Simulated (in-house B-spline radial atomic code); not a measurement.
**Hf³⁺: [He] 2s2 (2p1/2)2 (2p3/2)3 3s2 3p6 3d10 4s2 4p6 4d10 4f14 5s2 5p6 5d2 (with a hole in an inner shell)**

Computed with a B-spline radial code for spherical atoms: Dirac-Kohn-Sham B3LYP, spherical fractional occupations, Fermi nucleus of rms radius 5.347 fm.

Screening seen three ways: the hydrogenic charge with the same mean radius, Z_r = [3n² - l(l+1)]/(2<r>), the one with the same energy, Z_e = n√(-2ε), and Slater's rules. Values are occupation-weighted means over j. An effective charge above Z reflects the relativistic contraction of the inner shells.

```tsv
shell	electrons	ε (eV)	<r> (bohr)	Z_r	Z_e	Slater
1s	2	-65630	0.01898	79.01	69.45	71.70
2s	2	-11402	0.07943	75.54	57.90	68.20
2p	5	-10195	0.07037	71.05	54.75	68.20
3s	2	-2654.2	0.2062	65.46	41.90	61.60
3p	6	-2261.2	0.2052	60.91	38.68	61.60
3d	10	-1769.7	0.1859	56.48	34.21	51.85
4s	2	-568.62	0.463	51.84	25.86	45.25
4p	6	-436.56	0.4894	46.99	22.66	45.25
4d	10	-257.17	0.5239	40.09	17.39	33.85
5s	2	-102.59	1.111	33.77	13.73	15.35
5p	6	-69.242	1.284	28.42	11.28	15.35
4f	14	-57.347	0.6318	28.49	8.21	22.45
5d	2	-28.693	1.868	18.47	7.26	4.65
```

The least bound orbital is 5d5/2 at -28.39 eV, and it is also the most diffuse (<r> = 1.887 bohr). The part-filled 2p shell lies below the filled 4f shell in orbital energy.

For the 1s electron the small component carries 7.34 % of the norm, the zero-frequency Breit interaction raises the level by 218 eV, self-energy by 137.7 eV, and vacuum polarisation lowers it by 25.28 eV.

Caution: exact exchange at fractional occupations of open shells leaves self-interaction of up to several eV.
